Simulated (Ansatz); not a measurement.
Total energies of the cluster Si₂Mo₄⁺ (the lowest doublet isomer of a short search) from Ansatz at PBE-D4/def2-TZVP, gas phase (1 Eh = 27.2114 eV = 2625.5 kJ/mol). The reference geometry is relaxed at PBE-D4/def2-SVP.

Cartesian coordinates in Å:
```
Mo -1.389 0.712 0.204
Mo 0.606 1.333 1.015
Mo 0.942 -0.831 -0.948
Mo 0.775 -0.963 1.284
Si 0.269 1.425 -1.470
Si -1.204 -1.675 -0.085
```

```csv
state,geometry,energy (Eh)
charge 1 doublet,reference,-851.53102
charge 0 triplet,reference,-851.73362
charge 1 quartet,relaxed at PBE-D4/def2-SVP,-851.51823
```

In the def2 sets Mo takes a core potential; there is no spin–orbit coupling.

Problem. Work out the vertical electron affinity, to the triplet.

Solution. E(charge 1 doublet) − E(charge 0 triplet) = -851.53102 − (-851.73362) = 0.20260 Eh = 5.51 eV.

Problem. Which of the charge 1 states is lowest, and how far above it are the others?

Solution. The doublet. quartet: -851.51823 − (-851.53102) = 0.01279 Eh = 33.6 kJ/mol.

The structure comes from a short search, and lower isomers may exist.
